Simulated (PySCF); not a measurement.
Atoms are numbered as in `[CH2:1]=[N:2][SiH2:3][O:4][C:5]([CH3:6])=[O:7]`. Each H is labelled by its parent atom. Ha(C1) is cis to Si3; Hb(C1) is trans to Si3.

Theoretical values (PySCF 2.14.0 with density-fitted response routines): shielding tensors at KT3/pcSseg-2 (GIAO), coordinates at the PBE0-D3(BJ)/def2-SVP level. Single conformer, in vacuum, non-relativistic, fast rotation and ring inversion assumed for equivalent nuclei.

Scale: 13C (181.31 ppm), 1H (31.35 ppm), 29Si (358.24 ppm) vs TMS; NH3 for 15N (258.71 ppm); H2O for 17O (323.80 ppm) (reference shieldings calculated alike).

```csv
atoms,nucleus,count,δ (ppm)
Ha(C1),1H,1,?
C1,13C,1,167.6
O7,17O,1,427.8
N2,15N,1,386.0
H(Si3),1H,2,?
Si3,29Si,1,-21.0
Hb(C1),1H,1,8.56
H(C6),1H,3,2.04
C6,13C,1,?
C5,13C,1,170.3
O4,17O,1,219.6
```

Q: Fill in the missing shifts.

A: 
- C6: 21.2 ppm, methyl carbon α to a carbonyl; α to the electron-withdrawing carbonyl group
- Ha(C1): 8.75 ppm, hydrogen on a C=N carbon
- H(Si3): 5.29 ppm, hydrogen on a silicon bonded to N, O

Shifts are as computed, not scaled to solution data. Of 1313 compounds with measured shifts, 239 miss one by over three times the rms of a fit or turn the order of signals round; such compounds aren't used in these exercises. Unscaled 17O shifts of doubly bonded oxygen tend to come out too high, by tens of ppm or more. Experimental scales use liquid or dissolved standards, which lie at an offset from isolated NH3 (liquid NH3: subtract about 20 ppm) and H2O (liquid H2O: subtract about 36 ppm). Unscaled 15N shifts of sp2 nitrogen come out 20 to 40 ppm too high even then.
